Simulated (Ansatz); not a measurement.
The cluster Au4Cl3. Charge 0, multiplicity 2. Geometry r2SCAN-D4/def2-SVP, basis def2-TZVP, Ansatz.

Cartesian coordinates in Å:
```
Au 2.8914 -0.6815 1.9814
Au 0.3844 0.0075 1.9163
Au 1.8367 -0.5406 -0.3918
Au -0.9729 0.2285 -0.6669
Cl -1.9047 0.6239 1.5929
Cl -2.8780 0.6997 -1.9763
Cl 0.6431 -0.3376 -2.4555
```

| run | HOMO (eV) | LUMO (eV) |
| --- | --- | --- |
| A | -6.08 | -5.65 |
| B | -7.18 | -5.31 |
| C | -6.23 | -5.79 |
| D | -7.41 | -5.12 |
| E | -6.51 | -5.78 |
| F | -7.65 | -5.09 |

In the def2 sets Au takes a core potential; there is no spin–orbit coupling. B3LYP takes the VWN-RPA correlation. Another isomer (doublet) lies 0.77 eV lower at PBE0-D4/def2-TZVP; other spin states weren't run for this one.

HOMO and LUMO are taken over both spins.

Task: The runs used B3LYP, BLYP, PBE, PBE0, r2SCAN, r2SCAN0. Estimate which is which.

Result: A BLYP (0 % exact exchange); B B3LYP (20 % exact exchange); C PBE (0 % exact exchange); D PBE0 (25 % exact exchange); E r2SCAN (0 % exact exchange); F r2SCAN0 (25 % exact exchange). Exact exchange lowers occupied and raises empty levels; among semilocal functionals meta-GGAs tend to open the gap a little, and such runs are hard to tell apart. The gap grows from 0.43 eV (BLYP) to 2.56 eV (r2SCAN0).
